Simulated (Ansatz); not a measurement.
A run for Ansatz (an electronic-structure program): U-B3LYP/cc-pVTZ on F2Ge (SMILES [F][Ge][F]), a point of a bond scan (R = 1.407 Å).

Ansatz 0.2 input:
```yaml
crystal:
  periodic: [false, false, false]
  atoms:
    - {symbol: Ge, position_ang: [0.03526473, -0.02085730, 0.41569386]}
    - {symbol: F, position_ang: [0.48663099, 0.94004792, -0.50712176]}
    - {symbol: F, position_ang: [-0.72485825, -1.10611494, -0.74019696]}
basis:
  gaussian:
    orbitals: cc-pVTZ
hamiltonian:
  xc: {name: B3LYP}
magnetization: {spin_polarized: true, initial_magnetization: 0}
```

Program output:

```
WARN ansatz: RAYON_NUM_THREADS=1 ignored (pool sized by the plan → 1); use --threads N
Functional definition: B3LYP
integrals: 0.03 GiB planned
706 factors; their error is unknown
mean field: 0.45 GiB planned
mean field evaluation 1: about -61951.2573 eV, gradient 4.0e1 eV
mean field evaluation 2: about -61938.7035 eV, gradient 7.7e1 eV
mean field evaluation 4: about -61955.3300 eV, gradient 3.5e0 eV
mean field evaluation 8: about -61955.5239 eV, gradient 7.2e-2 eV
mean field -61955.52394328 eV, -2276.8235099533 hartree, gradient 5.8e-5 eV, S^2 0.000000; 0 other end points of the search recorded, 0 dependent functions left out
reference -61955.52411923 eV, -2276.8235164192 hartree; 25, 25 occupied and 78, 78 virtual orbitals, 706 factors
Total energy: -61955.52411923 eV, -2276.8235164192 hartree
```

Self-consistency was reached.

Cost: very roughly 1.6 core-seconds.
